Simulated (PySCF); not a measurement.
# Structure elucidation problem

Molecular formula: C7H8F4. Simulated spectra:

$^{1}$H NMR (300 MHz, computed): δ 6.45 (m, 1H), 6.35 (m, 1H), 5.35 (m, 1H), 2.38 (m, 1H), 2.17 (m, 1H), 2.15 (m, 1H), 2.00 (m, 1H), 1.83 (m, 1H).

$^{13}$C{$^{1}$H} NMR (computed): δ 144.3 (CH), 136.0 (C), 132.2 (CH), 83.3 (CH), 48.3 (CH), 29.9 (CH2), 20.1 (CH2).

How the numbers were obtained: geometry: GFN2-xTB, shielding tensors at PBE0/pcSseg-1 (GIAO), in PySCF 2.14.0 with density-fitted response routines (averaged over atoms made equivalent by symmetry, fast rotation or ring inversion, one computed conformer, isolated molecule, relativity neglected).

Shifts are taken against calculated references (same method and geometry level): TMS for $^{1}$H, $^{13}$C.

Which of these isomers gave the spectra?
A. F[C@@H]1[C@@H]2CC[C@@]1(C(F)(F)F)C2
B. C=C(F)/C(C)=C\CC(F)(F)F
C. F[C@@H]1C=CCC[C@@H]1C(F)(F)F

Answers

C. 

The formula gives 2 degrees of unsaturation (1 ring in the answer). 7 carbon signals for 7 carbons: no two carbons are equivalent. Carbon types of the structure: 1 × C, 4 × CH, 2 × CH2, which accounts for all hydrogens. δC 144.3, 132.2: alkene CH; as expected for a trigonal carbon in a double bond. δC 136.0: CF3 carbon; 3 electronegative neighbours deshield it. δC 83.3: allylic sp3 CH bonded to F; deshielded by the electronegative neighbour. δC 20.1: sp3 CH2 in a ring; a saturated carbon with 2 carbon neighbours and no heteroatom attached. δH 6.45, 6.35: hydrogen on an alkene CH; olefinic region.

The others: F[C@@H]1[C@@H]2CC[C@@]1(C(F)(F)F)C2 has carbons computed at 134.7, 88.4, 57.5, 42.7, 28.3, 26.2, 24.7, with a different DEPT pattern; C=C(F)/C(C)=C\CC(F)(F)F would give 5 signals for carbon-bound and other non-exchanging H, not 8.

Splittings by $^{19}$F in the carbon and heteronuclear signals aren't shown, as no couplings were computed. Shifts are as computed. Against solution values, carbons near 30 ppm lie about +3 ppm off and those near 130 ppm about +5 ppm. Of 1211 compounds with measured shifts, 218 miss one by over three times the rms of a fit or turn the order of signals round; such compounds aren't used in these exercises. Multiplicities follow the n + 1 count of equivalent neighbours, as no J values were calculated; m marks all less simple cases, F and P coupling included.
